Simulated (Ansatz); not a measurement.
Correlation energies of H$_{5}$OSSi$_{2}$ (`O[SiH2]S[SiH2]`) radical by basis set

```xyz
9

O     1.9934    0.0078   -0.4322
Si    0.5670   -0.5054   -1.0535
S    -0.7187   -1.3808    0.4209
Si   -1.6676    0.4219    1.0408
H     1.9689    0.6582    0.2717
H    -0.1810    0.6112   -1.6868
H     0.9076   -1.5670   -2.0211
H    -0.6852    1.5492    1.0396
H    -2.1844    0.2048    2.4205
```

Total charge 0; spin multiplicity 2. The geometry is a stationary point of PBE0-D4/def2-TZVP. It is one conformer, not always the lowest. Frozen core, unrestricted reference, Ansatz 0.2.0. CBS rows extrapolate triple and quadruple zeta; past MP2 they add the triple-zeta difference.

```
     basis      HF (Eh)  MP2 corr.  CCSD corr.       (T)  CCSD(T) total
  def2-SVP  -1052.85467   -0.49643    -0.54727         ?              ?
def2-TZVPP  -1053.30579   -0.64436           ?  -0.02807              ?
def2-QZVPP            ?   -0.69824           –         –              –
 CBS(def2)  -1053.34352   -0.73815           ?     as TZ              ?
```

(1) Fill in the withheld values. (Estimate.)

## Answers

(1) Computed: def2-SVP (T): -0.01433; def2-SVP CCSD(T) total: -1053.41627; def2-TZVPP CCSD corr.: -0.69293; def2-TZVPP CCSD(T) total: -1054.02679; def2-QZVPP HF (Eh): -1053.33895; CBS(def2) CCSD corr.: -0.78672; CBS(def2) CCSD(T) total: -1054.15831.
